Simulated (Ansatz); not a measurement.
Diatomic BaBr, multiplicity 2 (the spin of the measured ground state). No spin–orbit coupling. Br is treated without relativity.

D_e counts from the fitted minimum to each atom's lowest state at the same level, without counterpoise.

Correlated levels freeze the inner cores; with def2 sets outer-core shells near the valence are correlated too.

The values were computed with Ansatz (an electronic-structure program) with Gaussian orbitals.  In def2 rows elements past Kr take small-core potentials, without spin–orbit coupling.

| level | bond energy D_e (eV) |
|---|---|
| SVWN5/def2-TZVPP | (withheld) |
| PBE/def2-TZVPP | 4.270 |
| B3LYP/def2-TZVPP | 4.073 |
| PBE0/def2-TZVPP | 4.274 |
| wB97X-V/def2-TZVPP | 4.260 |
| wB97M-V/def2-TZVPP | 4.009 |
| CCSD/def2-TZVPP | 3.999 |
| CCSD/def2-QZVPP | 4.129 |
| CCSD(T)/def2-QZVPP | 4.179 |

### Question
Some entries are withheld; supply them.

### Answer

- SVWN5/def2-TZVPP, bond energy D_e (eV): 4.661
